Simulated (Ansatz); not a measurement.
`F[Si](F)(S)S`, charge 0, multiplicity 1.

Problem. Give a relaxed structure at PBE0-D4/def2-TZVP (Ansatz). (Estimate.)

Solution. The calculation gave: 
Cartesian coordinates in Å:
```
F 1.261 -1.331 0.781
Si 0.135 -0.374 0.214
F -1.007 -0.365 1.313
S -0.462 -1.233 -1.607
S 0.796 1.604 -0.063
H -1.323 -0.233 -1.866
H 0.599 1.931 1.228
```
